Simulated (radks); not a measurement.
Spherical quantum dot in the effective-mass picture: electrons in a parabolic well V = omega^2 r^2 / 2 with omega = 0.0503, with a point charge +2 (a donor) at the centre, all in effective atomic units (hartree* = m*/eps^2 hartree, bohr* = eps/m* bohr), one dielectric constant everywhere. Calculated with a radial shooting solver with Libxc functionals: non-relativistic Kohn-Sham, LDA (Slater exchange, Perdew-Wang correlation), spin-polarised, spherical densities. Levels are named by radial order and angular momentum (1s, 1p, 1d, 2s, ...), and open shells are averaged over m. Results are scaled to m* = 0.53 and eps = 9.7, for which hartree* = 153.3 meV and bohr* = 0.9685 nm. Each electron was tried in the lowest free levels, single moves between levels near the top were tried too, and the lowest total energy was kept; such a search can miss a lower state. At N = 1 the Hartree and exchange-correlation terms need not cancel, so that row can carry a self-interaction error.

N	open shells	2S	E (meV)	mu = E(N) - E(N-1) (meV)	addition energy mu(N+1) - mu(N) (meV)	e(HOMO) (meV)	rms radius (nm)
1	1s(up 1, down 0)	1	-297.476	-297.48	161.0	-231.32	0.8653
2	none	0	-433.965	-136.49	150.3	-86.913	1.095
3	2s(up 1, down 0)	1	-420.167	13.799	18.09	21.779	3.673
4	none	0	-388.273	31.893	18.02	39.415	5.017
5	1p(up 1, down 0)	1	-338.358	49.915	13.15	56.626	6.140
6	1p(up 2, down 0)	2	-275.293	63.066	12.37	69.374	7.035
7	1p(up 3, down 0)	3	-199.853	75.439	13.44	81.392	7.790
8	1p(up 3, down 1)	2	-110.971	88.883	10.67	94.267	8.478
9	1p(up 3, down 2)	1	-11.4160	99.555	10.36	104.79	9.078
10	none	0	98.5004	109.92	12.79	114.99	9.617
11	1d(up 1, down 0)	1	221.207	122.71	9.397	127.44	10.15
12	1d(up 2, down 0)	2	353.311	132.10	9.186	136.73	10.62
13	1d(up 3, down 0)	3	494.601	141.29	8.981	145.81	11.06
14	1d(up 4, down 0)	4	644.872	150.27	8.786	154.70	11.47
15	1d(up 5, down 0)	5	803.929	159.06	9.906	163.39	11.84
16	1d(up 5, down 1)	4	972.892	168.96	8.265	173.12	12.21
17	1d(up 5, down 2)	3	1150.12	177.23	8.135	181.32	12.55
18	1d(up 5, down 3)	2	1335.48	185.36	8.007	189.39	12.87
19	1d(up 5, down 4)	1	1528.85	193.37	7.881	197.33	13.18
20	none	0	1730.10	201.25	9.934	205.15	13.48
21	1f(up 1, down 0)	1	1941.29	211.19	7.503	214.95	13.77
22	1f(up 2, down 0)	2	2159.98	218.69	-	222.41	14.05

All shells are closed at N = 2, 4, 10, 20 (there: 1s2 1p6 1d10 2s2); the second difference of the energy has clear peaks (12 % above both neighbours; the first and last values, which can be the largest, are not judged, and half-filled shells can peak too) at N = 10, 15, 20.
